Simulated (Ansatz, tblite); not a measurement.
Forces on the cluster KBr2 at its PBE-D4/def2-TZVP geometry. Charge 0, multiplicity 2.

The xTB rows come from tblite. In the doublet, Br2 and Br3 lie 2.97 Å apart (atoms count from 1), so these atoms are partly bonded to each other. The structure comes from a short search, and lower isomers may exist.

GFN1-xTB (tblite), largest force 0.68 eV/Å:

```xyz
3
positions Å, forces eV/Å
K     1.754   -0.155    0.106   -0.678    0.060   -0.041
Br   -0.746    0.628   -1.424    0.325   -0.088    0.166
Br   -1.008   -0.473    1.318    0.353    0.028   -0.125
```

GFN2-xTB (tblite), largest force 0.18 eV/Å:

```
K -0.165 0.015 -0.010
Br 0.096 0.051 -0.141
Br 0.068 -0.066 0.151
```

PBE-D4/def2-TZVP (Ansatz), largest force 0.00 eV/Å:

```
K 0.000 0.000 0.000
Br 0.000 0.000 0.001
Br 0.000 0.000 -0.001
```
